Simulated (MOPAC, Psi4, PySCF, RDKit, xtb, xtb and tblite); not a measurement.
Two geometries of SMILES c1c(SC)cc(O)cc1, relaxed at GFN2-xTB with one dihedral held; other torsions can differ between them too.

Structure A

```
17

C     -2.6939    -1.3474    -3.1544
S     -1.3970    -0.1015    -2.9089
C     -1.0578    -0.1712    -1.1778
C     -0.0785     0.7015    -0.7058
C      0.2445     0.7083     0.6344
C     -0.3955    -0.1451     1.5188
C     -1.3702    -1.0131     1.0466
O     -2.0338    -1.8747     1.8656
C     -1.7038    -1.0281    -0.3041
H     -2.9227    -1.3256    -4.2155
H     -3.5769    -1.0816    -2.5808
H     -2.3223    -2.3294    -2.8768
H      0.4158     1.3632    -1.3994
H      1.0029     1.3841     0.9999
H     -0.1405    -0.1382     2.5699
H     -1.7175    -1.7708     2.7710
H     -2.4659    -1.7188    -0.6230
```

Structure B

```
17

C      3.0181    -0.2293     0.2499
S      2.0238     1.2586    -0.0911
C      0.4187     0.4663    -0.1421
C     -0.3278     0.3455     1.0164
C     -1.5598    -0.2857     0.9618
C     -2.0432    -0.7831    -0.2324
C     -1.2922    -0.6485    -1.3975
O     -1.8028    -1.1442    -2.5540
C     -0.0545    -0.0194    -1.3486
H      4.0510     0.0958     0.3142
H      2.8969    -0.9406    -0.5619
H      2.7010    -0.6670     1.1919
H      0.0532     0.7424     1.9443
H     -2.1494    -0.3878     1.8602
H     -3.0010    -1.2747    -0.2894
H     -1.1974    -0.9687    -3.2847
H      0.5392     0.0984    -2.2453
```

### Question
Which is lower in energy at the level PBE0-D3(BJ)/def2-SVP // GFN2-xTB (Psi4), and by how much?

### Answer
A is lower, by 7.81 kJ/mol (dihedral C1–S2–C3–C4: 180° in A, 90° in B).

E(B) − E(A) in kJ/mol at the other levels, on the same two geometries: GFN2-xTB (xtb and tblite) 8.71; MMFF94 // GFN2-xTB (RDKit) -1.14; PBE0/def2-SVP // GFN2-xTB (Psi4) 8.02; PBE/def2-SVP // GFN2-xTB (Psi4) 10.68; PBE-D3(BJ)/def2-SVP // GFN2-xTB (Psi4) 10.61; UFF // GFN2-xTB (RDKit) -64.56; PM3, restricted, heats of formation // GFN2-xTB (MOPAC) 8.67; PM6, restricted, heats of formation // GFN2-xTB (MOPAC) 6.64; GFN1-xTB // GFN2-xTB (xtb) 13.40; restricted B3LYP/6-31G*, spherical d, density fitting // GFN2-xTB (PySCF) 4.24; restricted Hartree-Fock/6-31G*, spherical d, density fitting // GFN2-xTB (PySCF) -0.97; restricted Hartree-Fock/3-21G, density fitting // GFN2-xTB (PySCF) -8.22; restricted B3LYP/3-21G, density fitting // GFN2-xTB (PySCF) -2.98.
